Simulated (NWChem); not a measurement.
# SiH3S3Cl; SMILES S[Si](S)(S)Cl

```xyz
8

S     -0.5212    -1.8357     1.1387
Si     0.0114     0.0192     0.2438
S     -1.3424     1.5161     0.9154
S      1.9757     0.5422     0.8708
Cl    -0.0618    -0.1365    -1.8220
H     -1.6466    -1.9871     0.4026
H     -0.9035     2.4527     0.0428
H      2.5794    -0.4192     0.1342
```
Atoms are numbered in this order, from 1.

Level: PBE0/def2-SVP (NWChem), optimised geometry, unscaled harmonic frequencies. 

| frequency (cm⁻¹) | IR intensity (km/mol) |
|---|---|
| 103 | 5.4 |
| 103 | 5.4 |
| 177 | 0.4 |
| 182 | 4.2 |
| 182 | 4.2 |
| 211 | 15.5 |
| 211 | 15.5 |
| 300 | 38.1 |
| 389 | 1.5 |
| 566 | 120.2 |
| 578 | 112.0 |
| 578 | 111.9 |
| 746 | 20.8 |
| 760 | 16.3 |
| 760 | 16.3 |
| 2702 | 0.5 |
| 2703 | 1.2 |
| 2703 | 1.2 |

| Quantity | Value |
|---|---|
| zero-point energy | 19.9 kcal/mol |
| thermal correction to the enthalpy at 298.15 K (with zero-point energy) | 26.0 kcal/mol |
| heat capacity Cv | 27.7 cal/(mol K) |
| entropy at 298.15 K and 1 atm (symmetry number 1) | 93.1 cal/(mol K) |
| dipole moment | 0.95 D |

Rigid rotor and harmonic oscillator.
